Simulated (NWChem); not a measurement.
System: CH3BeCl; SMILES [CH3][Be][Cl]

Parts of the log:

```
             Northwest Computational Chemistry Package (NWChem) 7.3.0
             --------------------------------------------------------

                             Geometry "geometry" -> ""
                             -------------------------

 Output coordinates in angstroms (scale by  1.889725989 to convert to a.u.)

  No.       Tag          Charge          X              Y              Z
 ---- ---------------- ---------- -------------- -------------- --------------
    1 Be                   4.0000     0.00000000     0.00000000     0.49346900
    2 Cl                  17.0000     0.00000000     0.00000000    -1.31975700
    3 C                    6.0000     0.00000000     0.00000000     2.17114700
    4 H                    1.0000    -0.89017900    -0.49518700     2.58162500
    5 H                    1.0000     0.01624500     1.01851100     2.58162500
    6 H                    1.0000     0.87393400    -0.52332400     2.58162500

 Effective nuclear repulsion energy (a.u.)      61.8766834862

  xc_inp: hfexch multiplicative factor not found.
                              NWChem Property Module
                              ----------------------

  itol2e modified to match energy
  convergence criterion.

                                 NWChem DFT Module
                                 -----------------

 Summary of "ao basis" -> "ao basis" (spherical)
 ------------------------------------------------------------------------------
       Tag                 Description            Shells   Functions and Types
 ---------------- ------------------------------  ------  ---------------------
 Be                          sto-3g                  3        5   2s1p
 Cl                          sto-3g                  5        9   3s2p
 C                           sto-3g                  3        5   2s1p
 H                           sto-3g                  1        1   1s

  itol2e modified to match energy
  convergence criterion.

            General Information
            -------------------
          SCF calculation type: DFT
          Wavefunction type:  closed shell.
          No. of atoms     :     6
          No. of electrons :    30
           Alpha electrons :    15
            Beta electrons :    15
          Charge           :     0
          Spin multiplicity:     1
          Use of symmetry is: off; symmetry adaption is: off
          Maximum number of iterations: 150
          AO basis - number of functions:    22
                     number of shells:    14
          Convergence on energy requested:  1.00D-07
          Convergence on density requested:  1.00D-05
          Convergence on gradient requested:  5.00D-04

              XC Information
              --------------
                     Hartree-Fock (Exact) Exchange  1.000

      Superposition of Atomic Density Guess
      -------------------------------------

 Sum of atomic energies:        -507.48142443

      Non-variational initial energy
      ------------------------------

 Total energy =    -507.934580
 1-e energy   =    -823.893953
 2-e energy   =     254.082690
 HOMO         =      -0.267016
 LUMO         =       0.237354

   convergence    iter        energy       DeltaE   RMS-Dens  Diis-err
 ---------------- ----- ----------------- --------- --------- ---------
 d= 0,ls=0.0,diis     1   -508.2171686509 -5.70D+02  3.01D-02  1.39D-01
 d= 0,ls=0.0,diis     2   -508.2584851724 -4.13D-02  6.63D-03  9.59D-03
 d= 0,ls=0.0,diis     3   -508.2609468083 -2.46D-03  2.45D-03  6.01D-04
 d= 0,ls=0.0,diis     4   -508.2611858825 -2.39D-04  3.98D-04  2.49D-05
 d= 0,ls=0.0,diis     5   -508.2611943712 -8.49D-06  1.22D-04  1.43D-06
 d= 0,ls=0.0,diis     6   -508.2611949499 -5.79D-07  8.55D-06  1.09D-08
 d= 0,ls=0.0,diis     7   -508.2611949530 -3.12D-09  1.36D-06  2.35D-10

         Total DFT energy =     -508.261194953050
      One electron energy =     -824.921220561218
           Coulomb energy =      291.488534382489
    Exchange-Corr. energy =      -36.705192260542
 Nuclear repulsion energy =       61.876683486221

 Numeric. integr. density =        0.000000000000

                       DFT Final Molecular Orbital Analysis
                       ------------------------------------

 Vector   13  Occ=2.000000D+00  E=-4.112362D-01
              MO Center=  3.8D-03,  1.5D-03, -1.2D+00, r^2= 1.3D+00
   Bfn.  Coefficient  Atom+Function         Bfn.  Coefficient  Atom+Function
  ----- ------------  ---------------      ----- ------------  ---------------
    13      0.821109  2 Cl py                12     -0.523921  2 Cl px
     9     -0.223162  2 Cl py                 4      0.142370  1 Be py
     8      0.142392  2 Cl px                 3     -0.090841  1 Be px
    22      0.065505  6 H  s                 18     -0.064788  3 C  py
    21     -0.061095  5 H  s                 17      0.041339  3 C  px

 Vector   14  Occ=2.000000D+00  E=-4.112362D-01
              MO Center= -3.8D-03, -1.5D-03, -1.2D+00, r^2= 1.3D+00
   Bfn.  Coefficient  Atom+Function         Bfn.  Coefficient  Atom+Function
  ----- ------------  ---------------      ----- ------------  ---------------
    12      0.821109  2 Cl px                13      0.523921  2 Cl py
     8     -0.223162  2 Cl px                 3      0.142370  1 Be px
     9     -0.142392  2 Cl py                 4      0.090841  1 Be py
    20      0.073089  4 H  s                 17     -0.064788  3 C  px
    18     -0.041339  3 C  py                21     -0.040371  5 H  s

 Vector   15  Occ=2.000000D+00  E=-4.111593D-01
              MO Center= -2.2D-06, -2.4D-06,  1.6D+00, r^2= 1.6D+00
   Bfn.  Coefficient  Atom+Function         Bfn.  Coefficient  Atom+Function
  ----- ------------  ---------------      ----- ------------  ---------------
    19      0.599303  3 C  pz                 5     -0.374953  1 Be pz
     2     -0.340790  1 Be s                 14      0.211867  2 Cl pz
    20      0.164505  4 H  s                 21      0.164502  5 H  s
    22      0.164503  6 H  s                  1      0.129759  1 Be s
    16     -0.081489  3 C  s                 11     -0.075388  2 Cl s

 Vector   16  Occ=0.000000D+00  E= 2.335892D-01
              MO Center=  6.7D-03,  1.3D-02,  4.7D-01, r^2= 1.9D+00
   Bfn.  Coefficient  Atom+Function         Bfn.  Coefficient  Atom+Function
  ----- ------------  ---------------      ----- ------------  ---------------
     4      0.985530  1 Be py                13     -0.367980  2 Cl py
    21     -0.225494  5 H  s                  3     -0.206238  1 Be px
    22      0.156875  6 H  s                  9      0.087973  2 Cl py
    12      0.077006  2 Cl px                20      0.068619  4 H  s
    18     -0.036778  3 C  py

 Vector   17  Occ=0.000000D+00  E= 2.335892D-01
              MO Center= -6.7D-03, -1.3D-02,  4.7D-01, r^2= 1.9D+00
   Bfn.  Coefficient  Atom+Function         Bfn.  Coefficient  Atom+Function
  ----- ------------  ---------------      ----- ------------  ---------------
     3      0.985530  1 Be px                12     -0.367980  2 Cl px
    20      0.220761  4 H  s                  4      0.206238  1 Be py
    22     -0.169806  6 H  s                  8      0.087973  2 Cl px
    13     -0.077006  2 Cl py                21     -0.050955  5 H  s
    17     -0.036778  3 C  px

 Vector   18  Occ=0.000000D+00  E= 3.453389D-01
              MO Center= -3.9D-09, -8.4D-09,  3.1D-01, r^2= 2.2D+00
   Bfn.  Coefficient  Atom+Function         Bfn.  Coefficient  Atom+Function
  ----- ------------  ---------------      ----- ------------  ---------------
     2      1.235503  1 Be s                 14     -0.686412  2 Cl pz
    11     -0.552571  2 Cl s                 16     -0.516943  3 C  s
    19      0.431577  3 C  pz                 5     -0.288085  1 Be pz
     1     -0.238058  1 Be s                 10      0.153321  2 Cl pz
    15      0.094051  3 C  s                 20      0.064658  4 H  s

     Multipole analysis of the density
     ---------------------------------

     L   x y z        total         alpha         beta         nuclear
     -   - - -        -----         -----         ----         -------
     0   0 0 0     -0.000000    -15.000000    -15.000000     30.000000

     1   1 0 0      0.000000      0.000000      0.000000      0.000000
     1   0 1 0      0.000000      0.000000      0.000000      0.000000
     1   0 0 1      0.661265      0.037948      0.037948      0.585369

     2   2 0 0    -16.789334    -11.173746    -11.173746      5.558159
     2   1 1 0      0.000000     -0.000000     -0.000000      0.000001
     2   1 0 1      0.000000      0.000000      0.000000      0.000000
     2   0 2 0    -16.789334    -11.173746    -11.173746      5.558157
     2   0 1 1      0.000000      0.000000      0.000000     -0.000000
     2   0 0 2    -20.132359   -150.876068   -150.876068    281.619776

          -----------------------------------------
          Chemical Shielding Tensors (GIAO, in ppm)
          -----------------------------------------

                                NWChem CPHF Module
                                ------------------

  scftype          =     RHF
  nclosed          =       15
  nopen            =        0
  variables        =      105
  # of vectors     =        3
  tolerance        = 0.10D-03
  level shift      = 0.00D+00
  max iterations   =       50
  max subspace     =       30

 SCF residual:    5.2746932095696872E-006

Iterative solution of linear equations
  No. of variables      105
  No. of equations        3
  Maximum subspace       30
        Iterations       50
       Convergence  1.0D-04

   iter   nsub   residual    time
   ----  ------  --------  ---------
     1      3    1.61D+00       0.6
     2      6    1.93D-01       0.7
     3      9    3.13D-02       0.7
     4     12    2.04D-03       0.8
     5     15    1.92D-04       0.8
     6     18    4.67D-05       0.9

      Atom:    1  Be
        Diamagnetic
    144.3243      0.0000      0.0000
      0.0000    144.3243      0.0000
      0.0000      0.0000    161.7677

        Paramagnetic
    -78.6931     -0.0000      0.0000
     -0.0000    -78.6931      0.0000
      0.0000      0.0000      0.1321

        Total Shielding Tensor
     65.6313     -0.0000      0.0000
     -0.0000     65.6313      0.0000
      0.0000      0.0000    161.8998

           isotropic =      97.7208
          anisotropy =      96.2685

          Principal Components and Axis System
                 1           2           3
              161.8998     65.6313     65.6313

      1         0.0000     -0.4712      0.8820
      2         0.0000      0.8820      0.4712
      3         1.0000     -0.0000     -0.0000

      Atom:    2  Cl
        Diamagnetic
   1128.0278      0.0000      0.0000
      0.0000   1128.0278     -0.0000
      0.0000     -0.0000   1132.1649

        Paramagnetic
     56.3663      0.0000      0.0000
      0.0000     56.3663     -0.0000
      0.0000     -0.0000     -2.7048

        Total Shielding Tensor
   1184.3941      0.0000      0.0000
      0.0000   1184.3941     -0.0000
      0.0000     -0.0000   1129.4600

           isotropic =    1166.0827
          anisotropy =      27.4670

          Principal Components and Axis System
                 1           2           3
             1184.3941   1184.3941   1129.4600

      1         0.6210      0.7838     -0.0000
      2         0.7838     -0.6210      0.0000
      3         0.0000      0.0000      1.0000

      Atom:    3  C
        Diamagnetic
    235.7373     -0.0000      0.0000
     -0.0000    235.7373      0.0000
      0.0000      0.0000    251.1954

        Paramagnetic
     22.2379      0.0000     -0.0000
      0.0000     22.2379     -0.0000
     -0.0000     -0.0000     -9.5360

        Total Shielding Tensor
    257.9752      0.0000     -0.0000
      0.0000    257.9752     -0.0000
     -0.0000     -0.0000    241.6594

           isotropic =     252.5366
          anisotropy =       8.1579

          Principal Components and Axis System
                 1           2           3
              257.9752    257.9752    241.6594

      1         0.9295     -0.3689      0.0000
      2         0.3689      0.9295      0.0000
      3        -0.0000     -0.0000      1.0000

      Atom:    4  H
        Diamagnetic
     32.4478      4.5914     -4.8837
      4.5914     26.7482     -2.7167
     -4.8837     -2.7167     30.0612

        Paramagnetic
      3.6552     -0.0209      0.3945
     -0.0209      3.6812      0.2195
      0.3945      0.2195      1.9697

        Total Shielding Tensor
     36.1030      4.5704     -4.4892
      4.5704     30.4294     -2.4973
     -4.4892     -2.4973     32.0309

           isotropic =      32.8544
          anisotropy =      12.8901

          Principal Components and Axis System
                 1           2           3
               41.4478     29.2286     27.8869

      1         0.7672      0.4185     -0.4861
      2         0.4268      0.2328      0.8739
      3        -0.4789      0.8779     -0.0000
```

Level: Hartree-Fock/STO-3G, GIAO. STO-3G and 3-21G are far too small for this property and stand as cheap habits. Geometry: optimised at B3LYP/6-31G* (spherical d). The printed shielding anisotropy is the first printed principal value minus the mean of the other two.

Write an input that gives this output.

Several could match; the one computed here: the input that was run:
```
start job
memory heap 200 mb stack 900 mb global 1100 mb
geometry units angstroms noautosym nocenter noautoz
  Be     0.000000     0.000000     0.493469
  Cl     0.000000     0.000000    -1.319757
  C      0.000000     0.000000     2.171147
  H     -0.890179    -0.495187     2.581625
  H      0.016245     1.018511     2.581625
  H      0.873934    -0.523324     2.581625
end
basis spherical
  * library sto-3g
end
dft
  xc hfexch
  iterations 150
end
property
  shielding 4 1 2 3 4
end
task dft property
```
